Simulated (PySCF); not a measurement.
# Correlation energy of C (carbon, neutral)

[He] 2s2 2p2, high-spin 3P determinant. All numbers are calculated (PySCF 2.14, no relativity, point nucleus, in def2-QZVPPD). Frozen: 1s2; 4 electrons correlated.

| level | correlation energy (mhartree) |
| --- | --- |
| CCSD | -90.55 |
| (T) | -2.36 |
| CCSD(T) | -92.91 |

Diagnostics: T1 = 0.0097, D1 = 0.0191, largest double amplitude 0.094.

Cost of the coupled-cluster step: about 10 core-seconds, for 4 correlated electrons.
